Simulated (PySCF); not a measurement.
Si(F)(OH)2(SH) (FH3O2SSi), SMILES O[Si](O)(F)S. Coordinates come from a PBE-D3(BJ)/def2-SVP optimisation. Other conformers were not sampled.

Method: PBE-D3(BJ)/def2-SVP (PySCF).

Harmonic wavenumbers (cm⁻¹): 84, 144, 182, 242, 276, 309, 320, 334, 514, 699, 771, 796, 848, 935, 965, 2629, 3752, 3770. Rotational constants (GHz): 3.842, 2.314, 2.248; symmetry number 1.

### Question
Work out the zero-point energy and the ideal-gas rigid-rotor harmonic-oscillator thermochemistry at 298.15 K and 1 atm.

### Answer
ZPE = ½ Σ hcν = ½ × 17569 cm⁻¹ = 105.09 kJ/mol. H − E(el) = 127.58 kJ/mol. Entropy in J/(mol K): translation 167.83, rotation 113.71, vibration 74.85, total 356.39. G − E(el) = 21.32 kJ/mol. Cp = 112.67 J/(mol K). Modes under 150 cm⁻¹ make the vibrational entropy uncertain.
